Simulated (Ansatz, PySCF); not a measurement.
Cl₂Mg, SMILES [Cl][Mg-][Cl], charge -1, multiplicity 2. Atoms are numbered in the order given.

```xyz
3

Mg     0.0000     0.0000    -0.7857
Cl     0.0000     2.0019     0.3921
Cl     0.0000    -2.0019     0.3921
```
Charge -1, spin multiplicity 2.

Geometry optimised at B3LYP-D3(BJ)/def2-TZVPD.

Two levels are set side by side: PBE-D3(BJ)/def2-TZVPD (Ansatz, a quantum-chemistry and plane-wave program) and B3LYP-D3(BJ)/def2-TZVPD (Ansatz). Each level has its own optimised geometry; the coordinates shown are those of the second. Frequencies come from the Hessian of PySCF at each geometry. Differences are taken from unrounded values.

```tsv
quantity	B3LYP-D3(BJ)
mean bond length (Å)	2.323
bond Mg1–Cl2 (Å)	2.323
bond Mg1–Cl3 (Å)	2.323
highest harmonic wavenumber (cm⁻¹)	390
mean harmonic wavenumber (cm⁻¹)	268
zero-point energy (kcal/mol)	1.15
```

What does PBE-D3(BJ) give, and how far is it from B3LYP-D3(BJ)? (The exact figures need the calculation; the answer reports its results.)


| quantity | PBE-D3(BJ) | PBE-D3(BJ) minus B3LYP-D3(BJ) |
|---|---|---|
| mean bond length (Å) | 2.326 | 0.004 |
| bond Mg1–Cl2 (Å) | 2.326 | 0.004 |
| bond Mg1–Cl3 (Å) | 2.326 | 0.004 |
| highest harmonic wavenumber (cm⁻¹) | 389 | -1 |
| mean harmonic wavenumber (cm⁻¹) | 264 | -3 |
| zero-point energy (kcal/mol) | 1.13 | -0.01 |

On these quantities the two levels nearly agree.
